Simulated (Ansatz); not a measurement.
B6P5H18, a cluster cut from wurtzite BP (hydrogen-capped), relaxed as a doublet with UKS PBE-D4/def2-SVP in Ansatz, starting from the PBE-D4/def2-SVP geometry of the charge -1 singlet. Force threshold 0.03 eV/Å.

The relaxation made no stability test and no search for a lower SCF solution.

Start:

```xyz
29

B    -0.2262    2.4183    0.0236
P     0.4031    1.1529    1.3887
P    -2.4008   -0.0406    0.4450
B    -0.9412   -0.2813    1.7236
B     2.1754    0.3962    1.0053
P    -0.0710   -2.0016    1.3981
P    -0.4325    1.3098   -1.5919
B    -2.0321    0.1521   -1.4568
B     1.2242    0.4135   -2.1425
P     1.8978   -0.6529   -0.6390
B     0.9045   -2.3214   -0.2559
H    -1.3135    2.8981    0.3581
H     0.6576    3.2560   -0.1422
H     0.4671    1.8389    2.6451
H    -3.1477    1.0675    0.9495
H    -3.3721   -1.0705    0.6818
H    -1.3913   -0.2618    2.8634
H     2.9411    1.3332    0.7907
H     2.5324   -0.3394    1.9302
H     0.7544   -2.2151    2.5441
H    -1.0338   -3.0384    1.6396
H    -0.7492    2.2207   -2.6504
H    -3.0229    0.6781   -1.9613
H    -1.8084   -0.9759   -1.8822
H     2.0560    1.2991   -2.3524
H     1.0088   -0.3130   -3.1122
H     3.1976   -1.1036   -1.0364
H     0.0613   -2.5505   -1.1160
H     1.6612   -3.2684   -0.0475
```

Task: Estimate the energy that the relaxation releases and the steps that it takes.

Result: 0.38 eV, in 9 steps; 55 s on 4 threads of Intel Xeon 6975P-C on a shared host. No frequencies were taken in this run, so the end may be a saddle point.

Task: Does the start keep its bonding?

Result: By distances, no bond broke or formed. The bond that changes most is B9–P10, from 1.96 to 1.93 Å (atoms count from 1).

Task: Predict the relaxed structure.

Result: 
```xyz
29

B    -0.104    2.379    0.005
P     0.407    1.120    1.395
P    -2.416   -0.052    0.468
B    -0.941   -0.298    1.722
B     2.204    0.399    1.053
P    -0.075   -2.027    1.406
P    -0.502    1.291   -1.625
B    -2.063    0.140   -1.437
B     1.275    0.480   -2.010
P     1.913   -0.671   -0.601
B     0.895   -2.319   -0.257
H    -1.273    2.797    0.094
H     0.747    3.227   -0.187
H     0.479    1.885    2.600
H    -3.163    1.064    0.954
H    -3.379   -1.089    0.667
H    -1.375   -0.258    2.863
H     2.960    1.330    0.819
H     2.559   -0.359    1.949
H     0.741   -2.252    2.553
H    -1.051   -3.052    1.603
H    -0.733    2.206   -2.696
H    -3.033    0.658   -1.972
H    -1.800   -0.975   -1.863
H     2.063    1.339   -2.356
H     0.710   -0.163   -2.925
H     3.234   -1.035   -1.007
H     0.057   -2.510   -1.127
H     1.662   -3.256   -0.086
```
Bond lengths: 13 × B–P 1.93 to 2.00 Å; 11 × B–H 1.22 to 1.25 Å; 7 × H–P 1.43 Å.
